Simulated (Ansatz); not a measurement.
Gas-phase electronic energies from Ansatz, PBE0-D4/def2-TZVP geometries. CCSD(T)/CBS adds triple-zeta CCSD(T) − MP2 to the extrapolated MP2 energy (def2 sets, frozen cores). Double bonds are as drawn, so ΔE can hold a change between cis and trans. Functionals use def2-TZVPP. For Ge outer-core shells are correlated without core-valence functions, which leaves a few kJ/mol of doubt a bond. Scalar relativity is left out up to krypton. One conformer a species, not always the lowest.

`B/N=C\Cl` + `C[CH2][GeH2][SiH3]` → `B[CH2][GeH2][SiH3]` + `C/N=C/Cl`  (formal exchange of groups at a B–N bond)

`B/N=C\Cl`:

```xyz
7

B    -1.067    0.646   -0.554
N     0.072    0.085   -0.064
C     1.050   -0.475    0.418
Cl    0.943   -1.846    1.494
H    -1.576    1.538    0.058
H    -1.507    0.240   -1.589
H     2.085   -0.190    0.238
```

`C[CH2][GeH2][SiH3]`:

```xyz
14

C    -0.938    1.240   -1.112
C    -1.320   -0.093   -0.487
Ge    0.234   -1.226   -0.073
Si    1.669   -0.177    1.514
H    -0.384    1.102   -2.044
H    -0.307    1.833   -0.444
H    -1.823    1.841   -1.342
H    -1.880    0.056    0.440
H    -1.970   -0.664   -1.156
H    -0.236   -2.586    0.483
H     1.021   -1.499   -1.373
H     0.926    0.086    2.777
H     2.168    1.125    0.992
H     2.841   -1.037    1.825
```

`B[CH2][GeH2][SiH3]`:

Cartesian coordinates in Å:
```
B -0.172 -1.616 -0.381
C -0.424 -0.705 -1.569
Ge 0.281 0.921 -0.595
Si 0.145 0.818 1.790
H -1.022 -1.778 0.451
H 0.911 -2.097 -0.197
H 0.215 -0.790 -2.447
H -1.452 -0.462 -1.830
H -0.575 2.107 -1.071
H 1.740 1.135 -1.030
H -1.274 0.702 2.213
H 0.704 2.087 2.331
H 0.924 -0.321 2.336
```

`C/N=C/Cl`:

Z-matrix (Å, degrees):
```
C
N 1 1.441
H 1 1.098 2 113.9
H 1 1.093 2 108.8 3 121.9
H 1 1.093 2 108.8 3 -121.9
C 2 1.244 1 117.8 3 -0.2
Cl 6 1.728 2 121.7 1 -180.0
H 6 1.094 2 126.4 1 0.0
```

| level | ΔE (eV) |
| --- | --- |
| PBE0-D4 | 1.12 |
| MP2/def2-QZVPP | 1.08 |

**Question.** What does CCSD(T)/CBS give? (An estimate is asked.)

**Answer.** Ansatz gave: +1.08 eV. The listed levels differ from it by 0.04, 0.00 eV.

Largest T1 diagnostic among the species: 0.014.

From PBE to PBE0 (25 % exact exchange), in def2-TZVPP and without D4, ΔE moves by −0.05 eV. In def2-TZVPP, CCSD(T) changes the Hartree–Fock value by −0.05 eV (the triples alone add −0.01 eV) and MP2 by −0.04 eV.
